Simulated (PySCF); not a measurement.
Species: C2H6OS2Si.
Bonds: C1–O2, O2–Si3, Si3–S4, S4–C5, C5–S6, C1–S6. Hydrogens: H7, H8 on C1; H9, H10 on Si3; H11, H12 on C5.

Method: PBE0-D3(BJ)/def2-SVP geometry optimisation, gas phase in PySCF 2.14.0; density fitting, grid level 1; the optimiser is geomeTRIC in internal coordinates, started from a GFN2-xTB structure with every atom displaced at random (about 0.01 Å).

Step 2: E = -33740.7766 eV
```
atom  x, y, z in Å  |  force x, y, z in eV/Å
C1     -1.1760   -0.9468    0.2585    0.024  -0.041  -0.095
O2     -1.4081    0.4193    0.1907   -0.065   0.106   0.124
Si3    -0.3646    1.5764   -0.4040   -0.008   0.025  -0.060
S4      1.5881    1.2252    0.3989    0.007   0.073  -0.014
C5      1.5413   -0.6040    0.2597   -0.040  -0.096  -0.039
S6      0.2717   -1.4304    1.2481    0.026   0.008   0.006
H7     -1.0649   -1.3835   -0.7529    0.006   0.005   0.003
H8     -2.0329   -1.4339    0.7494    0.009   0.007  -0.005
H9     -0.3801    1.5082   -1.8985    0.049  -0.081   0.012
H10    -0.8241    2.9160    0.0400   -0.012  -0.029   0.037
H11     1.4534   -0.9121   -0.7958    0.016   0.027   0.012
H12     2.5146   -0.9579    0.6265   -0.012  -0.003   0.019
```

Step 3: E = -33740.7854 eV
```
atom  x, y, z in Å  |  force x, y, z in eV/Å
C1     -1.1816   -0.9355    0.2570    0.039   0.032  -0.050
O2     -1.4147    0.4337    0.2234   -0.089  -0.026   0.147
Si3    -0.3652    1.5697   -0.3959    0.013   0.045  -0.028
S4      1.5872    1.2317    0.4043    0.042   0.019   0.049
C5      1.5416   -0.6009    0.2524    0.004   0.019   0.054
S6      0.2718   -1.4370    1.2301    0.015  -0.007  -0.018
H7     -1.0756   -1.3478   -0.7639    0.013  -0.011  -0.027
H8     -2.0330   -1.4343    0.7426   -0.030  -0.010   0.005
H9     -0.3592    1.4310   -1.8835    0.002  -0.002  -0.030
H10    -0.8314    2.9118    0.0347    0.011  -0.018  -0.045
H11     1.4666   -0.8903   -0.8064   -0.018  -0.039  -0.062
H12     2.5119   -0.9555    0.6260   -0.002  -0.002   0.006
```

Question: Estimate the geometry and energy of step 4. (The exact step hangs on the optimiser's Hessian estimate; all steps are aligned on step 3, rigid shifts and turns removed.)

Answer: E = -33740.7907 eV, largest force 0.151 eV/Å
```
atom  x, y, z in Å  |  force x, y, z in eV/Å
C1     -1.1870   -0.9245    0.2572    0.045   0.049  -0.032
O2     -1.4207    0.4461    0.2653   -0.074  -0.063   0.115
Si3    -0.3660    1.5607   -0.3861    0.043   0.036   0.001
S4      1.5864    1.2373    0.4207    0.012  -0.015   0.049
C5      1.5438   -0.5967    0.2475    0.018   0.070   0.047
S6      0.2735   -1.4491    1.2084    0.001  -0.027   0.001
H7     -1.0853   -1.3066   -0.7761    0.009  -0.014  -0.027
H8     -2.0349   -1.4387    0.7330   -0.022  -0.010   0.004
H9     -0.3467    1.3585   -1.8667   -0.022   0.028  -0.032
H10    -0.8337    2.9113    0.0108    0.014   0.003  -0.069
H11     1.4766   -0.8689   -0.8166   -0.020  -0.047  -0.055
H12     2.5125   -0.9530    0.6235   -0.003  -0.009  -0.003
```

The energy changes by -0.0053 eV. The first-order estimate −F·Δx gives -0.0071 eV and the mean of the old and new forces, exact on a quadratic surface, -0.0052 eV. The step makes an angle of 74° with the force vector and moves no atom by more than 0.075 Å.

What follows is the cost of the whole optimisation. On one thread of an Arm Neoverse V2, shared host with 48 logical CPUs at a one-minute load of 29, this took 50 s and 0.50 GiB of memory at its peak.
